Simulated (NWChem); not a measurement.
System: TiH2F2; SMILES [F][TiH2][F]

Output (shortened):

```
             Northwest Computational Chemistry Package (NWChem) 7.3.0
             --------------------------------------------------------

 C2V symmetry detected

                             Geometry "geometry" -> ""
                             -------------------------

 Output coordinates in angstroms (scale by  1.889725989 to convert to a.u.)

  No.       Tag          Charge          X              Y              Z
 ---- ---------------- ---------- -------------- -------------- --------------
    1 Ti                  22.0000     0.00000000     0.00000000    -0.35897643
    2 F                    9.0000     1.45181500     0.00000000     0.58593757
    3 F                    9.0000    -1.45181500     0.00000000     0.58593757
    4 H                    1.0000     0.00000000    -1.39856000    -1.32469743
    5 H                    1.0000     0.00000000     1.39856000    -1.32469743

 Effective nuclear repulsion energy (a.u.)     156.4832909109

      Symmetry information
      --------------------

 Group name             C2v
 Group number             16
 Group order               4
 No. of unique centers     3

                                 NWChem DFT Module
                                 -----------------

 Summary of "ao basis" -> "ao basis" (spherical)
 ------------------------------------------------------------------------------
       Tag                 Description            Shells   Functions and Types
 ---------------- ------------------------------  ------  ---------------------
 Ti                         def2-svp                11       31   5s3p2d1f
 F                          def2-svp                 6       14   3s2p1d
 H                          def2-svp                 3        5   2s1p

      Symmetry analysis of basis
      --------------------------

        a1         28
        a2          8
        b1         18
        b2         15

            General Information
            -------------------
          SCF calculation type: DFT
          Wavefunction type:  closed shell.
          No. of atoms     :     5
          No. of electrons :    42
           Alpha electrons :    21
            Beta electrons :    21
          Charge           :     0
          Spin multiplicity:     1
          Use of symmetry is: on ; symmetry adaption is: on
          Maximum number of iterations: 150
          AO basis - number of functions:    69
                     number of shells:    29
          Convergence on energy requested:  1.00D-06
          Convergence on density requested:  1.00D-05
          Convergence on gradient requested:  5.00D-04

              XC Information
              --------------
                         SCAN Method XC Functional
                  SCAN metaGGA Exchange Functional  1.000
                        SCAN Correlation Potential  1.000

             Grid Information
             ----------------
          Grid used for XC integration:  xcoarse
          Radial quadrature: Mura-Knowles
          Angular quadrature: Lebedev.
          Tag              B.-S. Rad. Rad. Pts. Rad. Cut. Ang. Pts.
          ---              ---------- --------- --------- ---------
          Ti                  1.40       75           8.0       194
          F                   0.50       21           8.0       194
          H                   0.35       21           8.0       194
          Grid pruning is: on
          Number of quadrature shells:   117
          Spatial weights used:  Erf1

      Superposition of Atomic Density Guess
      -------------------------------------

 Sum of atomic energies:       -1047.84212734

      Non-variational initial energy
      ------------------------------

 Total energy =   -1047.427258
 1-e energy   =   -1752.676599
 2-e energy   =     548.766050
 HOMO         =      -0.313297
 LUMO         =       0.029460

      Symmetry analysis of molecular orbitals - initial
      -------------------------------------------------

  Numbering of irreducible representations:

     1 a1          2 a2          3 b1          4 b2

  Orbital symmetries:

     1 a1          2 a1          3 b1          4 a1          5 b1
     6 b2          7 a1          8 a1          9 b1         10 a1
    11 b2         12 a1         13 b1         14 a1         15 a2
    16 b1         17 a1         18 b2         19 b1         20 a1
    21 b2         22 a1         23 a1         24 a2         25 b1
    26 b2         27 a1         28 a1         29 b1         30 b2
    31 a1

     ---------------------------------------------
      Total Density - Mulliken Population Analysis
     ---------------------------------------------

    Atom       Charge   Shell Charges
 -----------   ------   -------------------------------------------------------
    1 Ti  22    19.70   2.00  2.00  2.00  0.58  0.07  6.00  6.00  0.31  0.33  0.37  0.04
    2 F    9     9.74   1.99  1.16  0.80  3.61  2.17  0.00
    3 F    9     9.74   1.99  1.16  0.80  3.61  2.17  0.00
    4 H    1     1.41   0.78  0.62  0.00
    5 H    1     1.41   0.78  0.62  0.00

[...]

                         DFT ENERGY GRADIENTS

    atom               coordinates                        gradient
                 x          y          z           x          y          z
   1 Ti      0.000000   0.000000  -0.678367    0.000000   0.000000  -0.009492
   2 F       2.743533   0.000000   1.107261    0.006005   0.000000   0.003423
   3 F      -2.743533   0.000000   1.107261   -0.006005   0.000000   0.003423
   4 H       0.000000  -2.642895  -2.503315    0.000000   0.001527   0.001323
   5 H       0.000000   2.642895  -2.503315    0.000000  -0.001527   0.001323
```

Level: SCAN/def2-SVP. Geometry: optimised at PBE-D3(BJ)/def2-SVP.

Question: Which NWChem input produces such a log?

Answer: This is not unique; one that fits is the input that was run:
```
start job
memory heap 200 mb stack 900 mb global 1100 mb
geometry units angstroms noautoz
  Ti     0.000000     0.000000    -0.339998
  F      1.451815     0.000000     0.604916
  F     -1.451815     0.000000     0.604916
  H      0.000000    -1.398560    -1.305719
  H      0.000000     1.398560    -1.305719
end
basis spherical
  Ti library def2-svp
  F library def2-svp
  H library def2-svp
end
dft
  xc scan
  grid xcoarse
  iterations 150
  mulliken
end
task dft gradient
```
